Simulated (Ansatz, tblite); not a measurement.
Removing and adding an electron: Si₄Ge₃ (the lowest singlet isomer of a short search). Total charge 0; singlet. Geometry: PBE-D4/def2-SVP. Ansatz, gas phase; energy differences of separate SCF runs; the oxidised species was run as a doublet alone; the reduced species was run as a doublet alone.

```xyz
7

Si    0.865   -0.869   -1.081
Si   -1.065   -0.612    0.579
Si    1.190    0.526    0.990
Si   -0.294    1.356   -0.864
Ge   -1.280   -0.459   -2.154
Ge    1.305   -1.905    1.076
Ge   -0.720    1.963    1.454
```

The xTB rows come from tblite. HOMO above LUMO, or a gap near zero within one spin, warns that the state may not be the lowest or that an electron is smeared out. The structure comes from a short search, and lower isomers may exist.

(1) Estimate orbital energies and vertical ionisation energies and electron affinities at: GFN1-xTB; GFN2-xTB; PBE-D4/def2-SVP; PBE-D4/def2-TZVP; PBE0-D4/def2-SVP; PBE0-D4/def2-TZVP.

## Answers

(1) 
```tsv
level	−HOMO (eV)	vertical IE (eV)	−LUMO (eV)	vertical EA (eV)	HOMO–LUMO gap (eV)	IE − EA (eV)	remarks
GFN1-xTB	9.33	11.05	8.61	6.96	0.72	4.09	–
GFN2-xTB	6.45	8.92	5.50	3.04	0.95	5.88	–
PBE-D4/def2-SVP	5.29	–	3.53	1.50	1.75	–	HOMO above zero (-1 doublet), gap within one spin near zero (-1 doublet)
PBE-D4/def2-TZVP	5.19	7.36	3.48	–	1.71	–	–
PBE0-D4/def2-SVP	6.10	–	2.97	1.57	3.12	–	–
PBE0-D4/def2-TZVP	5.96	7.47	2.89	–	3.07	–	–
```

   A HOMO above zero means that the electron is unbound at that level or that self-interaction error raises the level; the energy of removing that electron tells which. Raw xTB energy differences between charge states are shifted by several eV; the methods need an empirical correction for them. Sets without diffuse functions give affinities that are too small.
